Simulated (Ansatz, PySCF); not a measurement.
CdI2, SMILES [I][Cd][I]. Atoms are numbered in the order given.

```xyz
3

Cd     0.0000     0.0000     0.0000
I      0.0000     0.0000    -2.5921
I      0.0000     0.0000     2.5921
```
Charge 0, spin multiplicity 1.

Coordinates come from a r2SCAN-D4/def2-SVP optimisation. The isomer is the one that the SMILES or the coordinates give; other isomers of the formula were not compared. The def2 effective core potentials stand for the cores of Cd, I; spin–orbit coupling is left out.

Vertical ionisation energy (IE) and electron affinity (EA) in eV. Rows of orbital energies are one-electron estimates. Where ΔSCF, EOM or ADC give a negative EA the extra electron is unbound and the value depends on the basis.

```
level                                                                  IE    EA
-------------------------------------------------------------------  ----  ----
−ε(HOMO), −ε(LUMO), r2SCAN/def2-TZVPD (PySCF)                           …     …
−ε(HOMO), −ε(LUMO), PBE/def2-TZVPD (PySCF)                           6.63  3.19
ΔSCF, PBE0/def2-SVPD (Ansatz), final states of multiplicity 2 and 2  9.52  0.89
ΔSCF, PBE/def2-SVPD (Ansatz), final states of multiplicity 2 and 2   9.14  0.97
```

Q: Fill in the missing entries. (The exact figures need the calculation; the answer reports its results.)

A: 
- −ε(HOMO), −ε(LUMO), r2SCAN/def2-TZVPD (PySCF), IE: 6.91
- −ε(HOMO), −ε(LUMO), r2SCAN/def2-TZVPD (PySCF), EA: 3.00

Q: What vertical singlet–triplet gap does ΔSCF give with PBE0/def2-SVPD (Ansatz, an electronic-structure program) and with PBE/def2-SVPD (Ansatz)? (An estimate is asked for; the answer gives what the named calculation found.)

A: 3.89 and 3.45 eV (triplet above singlet where positive).
